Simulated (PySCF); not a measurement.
Compound: C4H12AlNO2.
Numbering: `[CH3:1][N+:2]([CH3:3])([AlH3-:4])[CH2:5][O:6][CH:7]=[O:8]`

Structure used (PBE0-D3(BJ)/def2-SVP), in Å, numbered top down from 1:
```
atom  x, y, z in Å
C1    -0.7799   -0.6522    1.4211
N2    -0.5561   -0.1991    0.0407
C3    -1.5319   -0.8094   -0.8729
Al4   -0.8366    1.8922   -0.0423
C5     0.7839   -0.5386   -0.4204
O6     1.6949    0.1773    0.3768
C7     2.9599    0.2113   -0.0583
O8     3.3609   -0.3562   -1.0299
H9    -0.0202   -0.2082    2.0750
H10   -0.7304   -1.7534    1.4845
H11   -1.7717   -0.3133    1.7500
H12   -1.4038   -1.9055   -0.9117
H13   -2.5443   -0.5706   -0.5255
H14   -1.4050   -0.3894   -1.8805
H15   -2.4464    1.8798   -0.0226
H16   -0.1195    2.4351    1.2830
H17   -0.1261    2.1458   -1.4643
H18    0.9712   -1.6252   -0.3240
H19    0.8885   -0.2478   -1.4758
H20    3.5621    0.8414    0.6254
```

Computed, not measured: PySCF 2.14.0, delta-SCF UKS SCAN, pcX-2 on the ionised atom, pcseg-1 elsewhere, spin-free X2C. Each 1s hole has a ground state of its own, since the core basis sits on the ionised atom alone.

```tsv
ionised atom	basis functions	E(ground) (Eh)	E(ionised) (Eh)
C1	207	-607.66731	-596.92443
C5	207	-607.67005	-596.86542
N2	207	-607.67773	-592.72672
O6	207	-607.69520	-587.84079
O8	207	-607.69433	-587.90346
Al4	218	-607.70024	-550.17494
```

Problem. Turn these total energies into binding energies.

Solution. E(ionised) − E(ground), at 27.2114 eV a hartree:

```json
{"atom": "C1", "environment": "N-methyl carbon", "difference (Eh)": "10.74288", "binding energy (eV)": "292.33"}
{"atom": "C5", "environment": "sp3 carbon bound to oxygen", "difference (Eh)": "10.80463", "binding energy (eV)": "294.01"}
{"atom": "N2", "environment": "nitrogen bonded to Al and 3 C", "difference (Eh)": "14.95101", "binding energy (eV)": "406.84"}
{"atom": "O6", "environment": "ester single-bonded oxygen", "difference (Eh)": "19.85441", "binding energy (eV)": "540.27"}
{"atom": "O8", "environment": "ester carbonyl oxygen", "difference (Eh)": "19.79087", "binding energy (eV)": "538.54"}
{"atom": "Al4", "environment": "aluminium bonded to N and 3 H", "difference (Eh)": "57.52530", "binding energy (eV)": "1565.34"}
```

Problem. How much do the ground-state energies differ, and what would follow from using one of them for all holes?

Solution. They run from -607.7002 Eh (core basis on Al4) to -607.6673 Eh (on C1), 0.0329 Eh or 0.90 eV apart, though the state is the same; only basis and grid differ. Pairing the ion of C1 with the ground state of Al4 would put its binding energy 0.90 eV too high.

Only 1s holes are shown. Topologically equivalent atoms share the value of their first member; where this conformer doesn't relate them by symmetry, their own values could differ. The unrestricted hole states depart most from a pure doublet (⟨S²⟩ = 0.75; over 0.85 named) for O 1s of O8 (0.87), which makes this value less certain. Geometry: PBE0-D3(BJ)/def2-SVP, one conformer, isolated molecule.

The run took 5.7 min on one thread of an Arm Neoverse N1 (shared host), and the process peaked at 0.80 GiB of memory.
